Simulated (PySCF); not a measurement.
**H3Sn, SMILES `[SnH3]` (charge 0, multiplicity 2)**

These are PySCF 2.14.0 with ωB97X-D3(BJ)/def2-TZVP // PBE0-D3(BJ)/def2-TZVP values and carry that method's errors.

```
Quantity                                              Value
-----------------------------  ----------------------------
highest occupied spin orbital                      -8.24 eV
dipole moment                                        0.33 D
total energy                                   -216.1202 Ha
cost                           very roughly 22 core-seconds
```

```xyz
4

Sn     0.0021    -0.0004     0.4241
H     -0.0664     1.6177    -0.1396
H      1.4330    -0.7517    -0.1491
H     -1.3687    -0.8656    -0.1355
```
Charge 0, spin multiplicity 2.
